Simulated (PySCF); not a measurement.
# Correlation energy of F²⁺ (fluorine, charge +2)

[He] 2s2 2p3, high-spin 4S determinant. Computed with PySCF 2.14 in x2c-SVPall (3s2p1d, 14 functions), with scalar relativity by spin-free X2C-1e. Frozen: 1s2; 5 electrons correlated.

MP2 pair energies summed by pair of shells (mhartree):

```tsv
pair	energy	share (%)
2s-2p	-43.81	68.2
2p-2p	-14.12	22.0
2s-2s	-6.31	9.8
```

Total MP2 correlation energy: -64.24 mhartree.

Same-spin part -16.16 and opposite-spin part -48.09 mhartree; SCS-MP2 scales them by 1/3 and 6/5 to -63.09 mhartree.

| level | correlation energy (mhartree) |
| --- | --- |
| CCSD | -78.34 |
| (T) | -0.39 |
| CCSD(T) | -78.73 |

Diagnostics: T1 = 0.0031, D1 = 0.0051, largest double amplitude 0.034.

Cost of the coupled-cluster step: 0.12 s of wall time on 1 thread of Neoverse-N1 (shared host), for 5 correlated electrons.
